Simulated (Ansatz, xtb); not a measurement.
System: sum formula SiHBr, charge 0, multiplicity 1. 
Coordinates optimised at B3LYP-D3(BJ)/def2-TZVP (Ansatz, a first-principles code):
```xyz
3

Si    -0.8792    -0.7820     1.0617
H     -1.8991    -1.2190     0.0169
Br     0.4059     0.3476    -0.4252
```

Harmonic wavenumbers from GFN2-xTB (xtb, at its own minimum), cm⁻¹: 361, 744, 2097.

Task: Give the harmonic wavenumbers at B3LYP-D3(BJ)/def2-TZVP (Ansatz, finite differences of forces, unscaled).

Result: 393, 774, 2021 cm⁻¹. Zero-point energy 4.6 kcal/mol.

Task: From these and the geometry, give the ideal-gas thermochemistry at 298.15 K and 1 atm (rigid rotor, harmonic oscillator).

Result: Point group Cs, rotational symmetry number 1. Rotational constants 225.7, 4.593, 4.501 GHz. S(trans) 39.97, S(rot) 21.76, S(vib) 1.22, S(elec, spin only) 0.00, S 63.0 cal/(mol K). H(298) - H(0) 2.62 kcal/mol; G - E(el) -11.6 kcal/mol.
